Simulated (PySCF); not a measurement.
## Telling isomers of C$_{7}$H$_{11}$NSi apart by NMR

PySCF calculation with structure optimised with GFN2-xTB and GIAO PBE0/pcSseg-1 shieldings; no solvent, one conformer, non-relativistic, equivalent nuclei averaged.

Scale: 1H (σref 31.72) and 13C (σref 186.93) vs TMS (reference shieldings calculated alike). Where no couplings were computed, multiplicities follow the n + 1 count of equivalent neighbours, and m marks all less simple cases (inequivalent or close neighbours, rings, F or P nearby). Shifts are as computed. Against solution values, carbons near 30 ppm lie about +3 ppm off and those near 130 ppm about +5 ppm. Of 1211 compounds with measured shifts, 218 miss one by over three times the rms of a fit or turn the order of signals round; such compounds aren't used in these exercises. OH and NH positions are gas-phase values without hydrogen bonding to other molecules.

(1) Tabulate the signals of `C#C[C@@](C)(C#CC)N[SiH3]`, `C=C(C)[Si@H]1C[C@H](C#N)C1`, `C#C[C@H]([SiH3])/N=C(/C)C=C` and their relative energies.

(2) What is the quickest way to tell C=C(C)[Si@H]1C[C@H](C#N)C1 from C#C[C@H]([SiH3])/N=C(/C)C=C?

(3) What is the quickest way to tell C#C[C@@](C)(C#CC)N[SiH3] from C#C[C@H]([SiH3])/N=C(/C)C=C?

(4) What is the quickest way to tell C#C[C@@](C)(C#CC)N[SiH3] from C=C(C)[Si@H]1C[C@H](C#N)C1?

Answers

(1) 
| SMILES | carbon types | δC | δH | E rel. (kcal/mol) |
| --- | --- | --- | --- | --- |
| C#C[C@@](C)(C#CC)N[SiH3] | 4×C 1×CH 2×CH3 | 91.8, 89.7, 84.4, 75.5, 43.1, 31.2, 4.6 | 4.62 (s, 3H), 2.01 (s, 3H), 1.88 (s, 1H), 1.73 (s, 3H), 0.86 (br s, 1H) | 56.7 |
| C=C(C)[Si@H]1C[C@H](C#N)C1 | 2×C 1×CH 3×CH2 1×CH3 | 151.2, 138.0, 129.9, 25.6, 19.9, 18.7 | 6.16 (br s, 1H), 5.84 (br s, 1H), 5.33 (m, 1H), 3.07 (m, 1H), 2.14 (s, 3H), 2.05 (m, 2H), 1.86 (m, 2H) | 0.0 |
| C#C[C@H]([SiH3])/N=C(/C)C=C | 2×C 3×CH 1×CH2 1×CH3 | 163.9, 130.7, 129.5, 88.4, 76.9, 41.2, 27.3 | 6.77 (m, 1H), 5.91 (m, 1H), 5.91 (m, 1H), 4.89 (m, 1H), 3.89 (d, 3H), 2.29 (s, 3H), 1.82 (d, 1H) | 50.6 |

Energies are electronic energies at PBE0/pcSseg-1 on these geometries, without zero-point or thermal terms, each for the one conformer computed, which needn't be the lowest.

(2) Count the carbon signals: 6 against 7. The first has an sp3 CH2 bonded to Si at 19.9 ppm, the second an alkene CH at 130.7 ppm. Their most deshielded carbons lie at 151.2 and 163.9 ppm. In the proton spectra the most deshielded non-exchanging signals are 6.16 (br s, 1H) and 6.77 (m, 1H).

(3) Both give the same number of carbon signals, but DEPT or the intensities differ. The first has a propargylic fully substituted sp3 carbon bonded to N (C) at 43.1 ppm, the second a C=N carbon (C) at 163.9 ppm. Their most deshielded carbons lie at 91.8 and 163.9 ppm. In the proton spectra the most deshielded non-exchanging signals are 4.62 (s, 3H) and 6.77 (m, 1H).

(4) Count the carbon signals: 7 against 6. The first has a propargylic fully substituted sp3 carbon bonded to N (C) at 43.1 ppm, the second a terminal =CH2 carbon at 138.0 ppm. Their most deshielded carbons lie at 91.8 and 151.2 ppm. In the proton spectra the most deshielded non-exchanging signals are 4.62 (s, 3H) and 6.16 (br s, 1H).
